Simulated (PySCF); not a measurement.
# Working out the ionisation energy of Hg

Hg [Xe] 4f14 5d10 6s2 (1S) → Hg⁺ [Xe] 4f14 5d10 6s1 (2S). Computed with PySCF 2.14 in aug-cc-pwCVDZ-PP with ECP60MDF, with scalar relativity through the core potential. Frozen: 5s2 5p6. Energies in hartree (1 hartree = 27.21139 eV):

```json
{"part": "UHF", "Hg (lower)": "-152.539934", "Hg⁺ (upper)": "-152.227877"}
{"part": "CCSD correlation", "Hg (lower)": "-0.381609", "Hg⁺ (upper)": "-0.324498"}
{"part": "(T)", "Hg (lower)": "-0.011001", "Hg⁺ (upper)": "-0.007023"}
```

Task: What does Hartree-Fock give?

Result: (-152.227877) − (-152.539934) = 0.312057 hartree = 8.492 eV.

Task: What do CCSD and CCSD(T) give?

Result: The CCSD correlation energies differ by 0.057111 hartree = 1.554 eV and the triples by 0.003978 hartree = 0.108 eV, so CCSD gives 10.046 eV and CCSD(T) 10.154 eV.

Measured between the centres of the two terms (NIST): 10.438 eV, so CCSD(T) (valence) is off by -0.284 eV.

A double-zeta basis recovers only part of the correlation energy.

What remains against the reference includes basis incompleteness, the frozen core and higher excitations.
